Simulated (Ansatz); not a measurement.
Isolated molecules relaxed with PBE0-D4/def2-TZVP in Ansatz; ΔE leaves out vibrations. CCSD(T)/CBS is the MP2 limit (def2-TZVPP, def2-QZVPP) plus CCSD(T) − MP2 in def2-TZVPP, frozen cores. DFT in def2-TZVPP. B3LYP here is the variant with VWN-RPA as its local correlation; programs differ in this. For Ga, Ge outer-core shells are correlated without core-valence functions, which leaves a few kJ/mol of doubt a bond. Scalar relativity is left out up to krypton. One conformer a species, not always the lowest.

Reaction (formal exchange of groups at a Ga–Ga bond): `[OH][GaH][GaH2]` + `[CH3][GeH3]` → `[GaH2][CH2][GeH3]` + `[OH][GaH2]`

```json
{"level": "revPBE-D4", "ΔE (kJ/mol)": "48.9", "difference from CCSD(T)/CBS": "7.8"}
{"level": "r2SCAN-D4", "ΔE (kJ/mol)": "45.7", "difference from CCSD(T)/CBS": "4.6"}
{"level": "B97M-V", "ΔE (kJ/mol)": "41.2", "difference from CCSD(T)/CBS": "0.1"}
{"level": "B3LYP-D4", "ΔE (kJ/mol)": "50.5", "difference from CCSD(T)/CBS": "9.4"}
{"level": "r2SCAN0-D4", "ΔE (kJ/mol)": "45.5", "difference from CCSD(T)/CBS": "4.4"}
{"level": "BHLYP-D4", "ΔE (kJ/mol)": "48.6", "difference from CCSD(T)/CBS": "7.5"}
{"level": "ωB97X-V", "ΔE (kJ/mol)": "42.6", "difference from CCSD(T)/CBS": "1.5"}
{"level": "B2PLYP", "ΔE (kJ/mol)": "46.8", "difference from CCSD(T)/CBS": "5.7"}
{"level": "revPBE", "ΔE (kJ/mol)": "55.8", "difference from CCSD(T)/CBS": "14.7"}
{"level": "PBE0", "ΔE (kJ/mol)": "51.1", "difference from CCSD(T)/CBS": "10.0"}
{"level": "r2SCANh", "ΔE (kJ/mol)": "46.3", "difference from CCSD(T)/CBS": "5.2"}
{"level": "CAM-B3LYP", "ΔE (kJ/mol)": "48.0", "difference from CCSD(T)/CBS": "6.9"}
{"level": "RPA@PBE/def2-TZVPP", "ΔE (kJ/mol)": "39.2", "difference from CCSD(T)/CBS": "-1.9"}
{"level": "HF/def2-SVP", "ΔE (kJ/mol)": "46.8", "difference from CCSD(T)/CBS": "5.7"}
{"level": "SCS-MP2/def2-QZVPP", "ΔE (kJ/mol)": "36.8", "difference from CCSD(T)/CBS": "-4.3"}
{"level": "CCSD/CBS(def2)", "ΔE (kJ/mol)": "42.8", "difference from CCSD(T)/CBS": "1.7"}
{"level": "CCSD(T)/CBS", "ΔE (kJ/mol)": "41.1", "difference from CCSD(T)/CBS": "0"}
```

(1) What do rigid-rotor, harmonic-oscillator terms from PBE0-D4/def2-TZVP frequencies (298.15 K, 1 bar) make of the CCSD(T)/CBS value? (Estimate.)

Largest T1 diagnostic among the species: 0.015.

Results:

(1) Ansatz gave: ΔZPE = -9.2 kJ/mol, ΔH = +31.2 kJ/mol, ΔS = 6 J/(mol·K), ΔG = +29.4 kJ/mol.

In def2-TZVPP, CCSD(T) changes the Hartree–Fock value by −7.6 kJ/mol (the triples alone add −1.7 kJ/mol) and MP2 by −13.8 kJ/mol. Leaving LDA and LC-ωPBE aside and taking each functional with its dispersion term where it has one, the values, not all of them listed here, spread over 10.7 kJ/mol, from B97M-V to BLYP-D4. LDA lies −9.1 kJ/mol from PBE without D4. From BLYP to BHLYP (50 % exact exchange), in def2-TZVPP and without D4, ΔE moves by −6.1 kJ/mol.
